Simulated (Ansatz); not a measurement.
Job for Ansatz (a quantum-chemistry and plane-wave program): U-CCSD(T)/def2-TZVPP on SiO+, 2S+1 = 2, a spin state set in the input, which need not be the lowest, a point of a bond scan (R = 1.644 Å). Charge +1.

Ansatz 0.2 input:
```yaml
crystal:
  periodic: [false, false, false]
  atoms:
    - {symbol: O, position_ang: [0.00000000, 0.00000000, 0.00000000]}
    - {symbol: Si, position_ang: [0.00000000, 0.00000000, 1.64423900]}
basis:
  gaussian:
    orbitals: def2-TZVPP
total_charge: 1
magnetization: {spin_polarized: true, initial_magnetization: 1}
correlation: {method: ccsd_t, electrons: valence}
output: {orbitals: {seedname: ./end}}
```

**Question.** What total energy does the run end on?

**Answer.** -363.7684 hartree (reference determinant -363.4859, T1 diagnostic 0.020).

**Question.** How many basis functions does it have, and what does it roughly cost on one machine?

**Answer.** 73 functions; around 15 core-seconds (rough).
